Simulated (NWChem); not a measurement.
# InCl2 cation; SMILES [Cl][In+][Cl]

```xyz
3

In     0.0000     0.0000     0.0000
Cl     0.0000     0.0000     2.2451
Cl     0.0000     0.0000    -2.2451
```
Atoms are numbered in this order, from 1.

The geometry was optimised at PBE0/def2-SVP. def2 effective core potentials on In; no spin-orbit coupling.

List the 6 lowest vertical singlet excitations from PBE/def2-SVP with def2 effective core potentials on In, full TDDFT (NWChem).


```csv
state,energy (eV),oscillator strength,leading excitation (squared amplitude)
S1,3.53,0.000,HOMO → LUMO (1.00)
S2,3.53,0.000,HOMO−1 → LUMO (1.00)
S3,3.94,0.012,HOMO−2 → LUMO (1.00)
S4,3.94,0.012,HOMO−3 → LUMO (1.00)
S5,5.67,0.000,HOMO → LUMO+1 (0.50)
S6,5.69,0.013,HOMO−4 → LUMO (0.40)
```
